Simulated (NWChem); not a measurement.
Species: InH3Se; SMILES [SeH][InH2]

```xyz
5

In    -0.0090     1.0106     0.0000
H     -1.5714     1.7299     0.0000
H      1.5360     1.7689     0.0000
Se    -0.0283    -1.5123     0.0000
H      1.4400    -1.5972     0.0000
```
Atoms are numbered in this order, from 1.

The geometry was optimised at PBE0/def2-SVP. Not confirmed as a minimum by frequencies. def2 effective core potentials on In; no spin-orbit coupling.

Symmetry labels are those of Cs in the frame above (b1 and b2, or b-type labels, depend on it).

### Question
List the 4 lowest vertical singlet excitations from PBE/def2-SVPD with def2 effective core potentials on In, TDA (NWChem).

### Answer
```csv
state,energy (eV),oscillator strength,symmetry,leading excitation (squared amplitude)
S1,4.11,0.058,a',HOMO → LUMO (0.90)
S2,4.59,0.002,a",HOMO−1 → LUMO (0.97)
S3,4.70,0.020,a",HOMO → LUMO+1 (0.97)
S4,5.14,0.000,a",HOMO−2 → LUMO (0.98)
```
